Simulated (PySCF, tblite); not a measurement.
Species: C5H6F2O.
Atom-mapped SMILES: `[F:1][CH:2]([F:3])[O:4][C@:5]12[CH2:6][C@H:7]1[CH2:8]2` (hydrogens: H9 on C2; H10, H11 on C6; H12 on C7; H13, H14 on C8)

Computed with GFN2-xTB (tblite), gas phase: nudged elastic band of 9 images (0 to 8), spring 0.2 eV/Å², climbing image at the end, force threshold 0.05 eV/Å. No saddle search or frequency run followed, so the top image need not be a first-order saddle, and its height can exceed the method's true barrier by a kcal/mol or more.

Path: rotation about C2–O4 (CHF2 carbon, ether oxygen), followed by the dihedral F3–C2–O4–C5.

Image 0 (start, dihedral -83°):
```
atom  x, y, z in Å
F1      1.865   -2.679   -0.307
C2      1.336   -1.610    0.298
F3      2.351   -1.030    0.991
O4      0.841   -0.780   -0.650
C5     -0.088    0.138   -0.183
C6     -1.583    0.076   -0.123
C7     -0.881    1.194   -0.844
C8      0.063    1.557    0.270
H9      0.589   -1.950    1.042
H10    -2.079   -0.671   -0.730
H11    -2.079    0.281    0.819
H12    -0.973    1.560   -1.842
H13     0.977    2.068    0.001
H14    -0.338    1.844    1.236
```

Image 8 (end, -0.148 eV, dihedral 58°):
```
atom  x, y, z in Å
F1      2.241   -0.971    0.703
C2      1.224   -1.731    0.226
F3      0.525   -2.103    1.326
O4      0.471   -1.078   -0.671
C5     -0.155    0.074   -0.186
C6     -1.573    0.324    0.213
C7     -0.907    1.160   -0.845
C8      0.333    1.482   -0.059
H9      1.650   -2.631   -0.242
H10    -2.314   -0.395   -0.112
H11    -1.774    0.757    1.186
H12    -1.187    1.383   -1.851
H13     1.222    1.753   -0.612
H14     0.243    1.976    0.902
```

**Question.** What do the inner images look like?

**Answer.** 
Image 1: +0.010 eV, dihedral -66°
```
atom  x, y, z in Å
F1      2.126   -2.510   -0.308
C2      1.308   -1.631    0.280
F3      2.060   -0.961    1.192
O4      0.819   -0.802   -0.674
C5     -0.091    0.129   -0.193
C6     -1.582    0.100   -0.073
C7     -0.887    1.189   -0.844
C8      0.105    1.551    0.228
H9      0.534   -2.184    0.848
H10    -2.124   -0.647   -0.639
H11    -2.031    0.339    0.885
H12    -1.011    1.536   -1.845
H13     1.026    2.028   -0.079
H14    -0.254    1.863    1.201
```

Image 2: +0.035 eV, dihedral -49°
```
atom  x, y, z in Å
F1      2.339   -2.305   -0.257
C2      1.290   -1.662    0.268
F3      1.752   -0.990    1.349
O4      0.794   -0.823   -0.680
C5     -0.093    0.128   -0.195
C6     -1.580    0.128   -0.024
C7     -0.893    1.185   -0.845
C8      0.140    1.556    0.183
H9      0.565   -2.413    0.640
H10    -2.156   -0.621   -0.551
H11    -1.990    0.398    0.944
H12    -1.050    1.513   -1.847
H13     1.058    2.007   -0.168
H14    -0.178    1.898    1.160
```

Image 3 (top): +0.059 eV, dihedral -29°
```
atom  x, y, z in Å
F1      2.504   -2.054   -0.149
C2      1.276   -1.696    0.259
F3      1.434   -1.092    1.456
O4      0.739   -0.866   -0.679
C5     -0.101    0.127   -0.195
C6     -1.581    0.165    0.025
C7     -0.898    1.183   -0.847
C8      0.175    1.559    0.137
H9      0.690   -2.620    0.428
H10    -2.186   -0.586   -0.465
H11    -1.953    0.468    0.997
H12    -1.085    1.495   -1.850
H13     1.088    1.985   -0.256
H14    -0.103    1.932    1.115
```

Image 4: +0.051 eV, dihedral -9°
```
atom  x, y, z in Å
F1      2.584   -1.800   -0.021
C2      1.264   -1.720    0.253
F3      1.175   -1.232    1.504
O4      0.656   -0.931   -0.675
C5     -0.111    0.122   -0.194
C6     -1.583    0.203    0.064
C7     -0.899    1.183   -0.848
C8      0.210    1.554    0.098
H9      0.864   -2.752    0.257
H10    -2.210   -0.550   -0.396
H11    -1.925    0.531    1.038
H12    -1.108    1.482   -1.851
H13     1.118    1.958   -0.327
H14    -0.036    1.952    1.076
```

Image 5: -0.006 eV, dihedral 12°
```
atom  x, y, z in Å
F1      2.585   -1.523    0.151
C2      1.248   -1.736    0.245
F3      0.928   -1.433    1.516
O4      0.575   -0.997   -0.668
C5     -0.118    0.113   -0.194
C6     -1.579    0.238    0.105
C7     -0.899    1.180   -0.849
C8      0.248    1.542    0.054
H9      1.074   -2.814    0.085
H10    -2.230   -0.515   -0.321
H11    -1.888    0.593    1.081
H12    -1.132    1.464   -1.851
H13     1.150    1.922   -0.406
H14     0.039    1.966    1.030
```

Image 6: -0.079 eV, dihedral 31°
```
atom  x, y, z in Å
F1      2.503   -1.286    0.373
C2      1.230   -1.742    0.237
F3      0.703   -1.677    1.477
O4      0.535   -1.032   -0.672
C5     -0.119    0.105   -0.197
C6     -1.566    0.264    0.150
C7     -0.903    1.172   -0.848
C8      0.283    1.532    0.005
H9      1.284   -2.799   -0.072
H10    -2.241   -0.488   -0.237
H11    -1.835    0.644    1.128
H12    -1.165    1.438   -1.848
H13     1.174    1.885   -0.496
H14     0.117    1.983    0.977
```

Image 7: -0.128 eV, dihedral 45°
```
atom  x, y, z in Å
F1      2.362   -1.131    0.617
C2      1.213   -1.744    0.231
F3      0.516   -1.921    1.377
O4      0.536   -1.034   -0.687
C5     -0.113    0.104   -0.201
C6     -1.543    0.281    0.196
C7     -0.912    1.165   -0.844
C8      0.310    1.530   -0.046
H9      1.472   -2.731   -0.183
H10    -2.240   -0.472   -0.148
H11    -1.771    0.683    1.176
H12    -1.208    1.407   -1.840
H13     1.186    1.857   -0.590
H14     0.190    2.006    0.921
```

The largest changes of bonds and angles from start to top: C2–F3 1.359 → 1.350 Å, C2–O4 1.354 → 1.363 Å, F1–C2 1.338 → 1.343 Å, C2–O4–C5 114.5 → 115.7°, F1–C2–H9 109.0 → 107.9°, F3–C2–O4 111.6 → 112.6°. GFN2-xTB torsional profiles can miss by a kcal/mol or more and can put conformers in the wrong order.

**Question.** What do single points at PBE0/pcSseg-1 (PySCF, no dispersion term) give on some images?

**Answer.** 
| image | GFN2-xTB E (eV) | DFT E (eV) | HOMO (eV) | LUMO (eV) | dipole (D) |
| --- | --- | --- | --- | --- | --- |
| 0 | 0.000 | 0.000 | -7.57 | 1.52 | 2.63 |
| 1 | 0.010 | 0.005 | -7.53 | 1.61 | 2.44 |
| 3 | 0.059 | 0.102 | -7.45 | 1.77 | 2.00 |
| 5 | -0.006 | 0.097 | -7.43 | 1.87 | 1.61 |
| 8 | -0.148 | -0.042 | -7.41 | 1.89 | 1.43 |

Energies count from image 0 at each level. At the GFN2-xTB top the DFT energy is 2.3 kcal/mol against 1.4; the geometries weren't optimised at the DFT level.

The cost below is that of the whole band run. The run took 2.6 s wall on one thread, Arm Neoverse V1 (aarch64), shared host with 32 logical CPUs at a one-minute load of 46, and the process peaked at 0.19 GiB of memory.
